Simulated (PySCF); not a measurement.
# Radial density of Br²⁺ (bromine, charge +2)

UHF, [Ar] 3d10 4s2 4p2 4d1, one real determinant (an excited configuration). All numbers are calculated (PySCF 2.14, scalar relativity by spin-free X2C-1e, in aug-cc-pVTZ-DK (7s6p4d2f, 59 functions)).

```tsv
r (bohr)	4πr²ρ (e/bohr)	4πr²(ρα − ρβ)
0.000661	0.3011	0.0000
0.00111	0.7392	0.0000
0.00187	1.778	0.0001
0.00314	4.144	0.0001
0.00529	9.174	0.0004
0.00890	18.56	0.0010
0.0150	32.10	0.0028
0.0252	42.78	0.0097
0.0423	39.89	0.0349
0.0712	36.28	0.0929
0.120	50.56	0.1015
0.201	38.40	-0.0074
0.339	30.18	0.2316
0.570	30.27	0.0990
0.959	7.938	0.4625
1.61	3.287	1.5529
2.71	0.8744	0.6789
4.56	0.1721	0.1709
7.67	0.007382	0.0074
```

Densities and radii are taken from the X2C orbitals without a picture-change correction, which distorts them close to the nucleus.

⟨L²⟩ = 5.04 against 12 for a pure F term, so this real determinant mixes terms. The outer electron is Rydberg-like, and this basis confines it to a smaller radius and binds it less than a complete one would. The s, p, d and f populations moved away from the nominal configuration during the SCF.

Task: Where is the radial spin density 4πr²(ρα − ρβ) most negative, and why is it negative at all?

Result: Around r = 0.201 bohr, down to -0.0074 e/bohr: exchange with the open shell polarises the paired shells in an unrestricted calculation.
